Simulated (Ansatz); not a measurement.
One geometry of the cluster Li₅Al₂⁺, several levels of theory.

```yaml
crystal:
  periodic: [false, false, false]
  atoms:
    - {symbol: Al, position_ang: [-0.474604, -0.603931, 0.010417]}
    - {symbol: Al, position_ang: [0.617577, -0.002491, 2.293280]}
    - {symbol: Li, position_ang: [-1.609670, 1.250117, 1.534843]}
    - {symbol: Li, position_ang: [-1.991806, 0.676247, -1.756738]}
    - {symbol: Li, position_ang: [0.426212, -1.235123, -2.409207]}
    - {symbol: Li, position_ang: [1.094518, 1.471006, -0.249226]}
    - {symbol: Li, position_ang: [1.937773, -1.555826, 0.576631]}
basis:
  gaussian: {orbitals: def2-TZVP, initial_orbitals: start.molden}
total_charge: 1
magnetization: {spin_polarized: true, initial_magnetization: 2}
hamiltonian: {xc: pbe, dispersion: d4}
scf: {omitted_lower_state_checks: [starts]}
output: {orbitals: {seedname: orbitals}}
```

The file start.molden holds the orbitals of an earlier run on this structure, at another level or in another basis.

```sh
$ ansatz run in.yaml --threads 4 --pin off --events-out ev --progress --plain --max-ram 3916MiB
```

Output, abridged:

```
Functional definition: PBE
  name "PBE"
  cite "Perdew, Burke & Ernzerhof, Phys. Rev. Lett. 77, 3865 (1996) doi:10.1103/PhysRevLett.77.3865"
  parent pbe
  parameter kappa = 0.804
  parameter beta = 0.06672455060314922
  exchange = pbe_x(kappa = kappa, mu = beta*pi^2/3)
  correlation = pbe_c(beta = beta)
these checks for a lower state are left out or cut short: starts
1163 factors; their error is unknown
mean field evaluation 1: about -14202.2069 eV, gradient 7.3e0 eV
mean field evaluation 2: about -14202.2863 eV, gradient 1.4e-1 eV
mean field evaluation 4: about -14202.2793 eV, gradient 5.3e-3 eV
mean field -14202.27927725 eV, -521.9241367883 hartree, gradient 2.6e-5 eV, S^2 2.015084; 0 other end points of the search recorded, 0 dependent functions left out
reference -14202.27934740 eV, -521.9241393663 hartree; 21, 19 occupied and 123, 125 virtual orbitals, 1163 factors
Total energy: -14202.44229243 eV, -521.9301274856 hartree
Checks for a lower state left out: starts
```

It took 1.8 s on 4 threads of Intel Xeon Platinum 8488C on a shared host.

First input, but with `gaussian: {orbitals: def2-TZVP}`, `hamiltonian: {xc: pbe0, dispersion: d4}` (abridged; 3.2 s):

```
Functional definition: PBE0
mean field evaluation 16: about -14203.9076 eV, gradient 6.5e-3 eV
mean field evaluation 32: about -14203.9076 eV, gradient 3.8e-5 eV
mean field -14203.90761206 eV, -521.9839769889 hartree, gradient 2.3e-5 eV, S^2 2.025151
Total energy: -14204.04859096 eV, -521.9891578680 hartree
Checks for a lower state left out: starts
```

The first input with `hamiltonian: {xc: r2scan, dispersion: d4}` (abridged; 8 s):

```
Functional definition: r2SCAN
mean field -14210.50867781 eV, -522.2265616807 hartree, gradient 2.1e-5 eV, S^2 2.039322
Total energy: -14210.54032528 eV, -522.2277247039 hartree
Checks for a lower state left out: starts
```

Geometry: r2SCAN-D4/def2-TZVP, that of the neutral doublet.

At PBE0-D4/def2-TZVP a singlet of charge 1 lies 0.28 eV below the triplet at the same geometry. The structure comes from a short search, and lower isomers may exist.
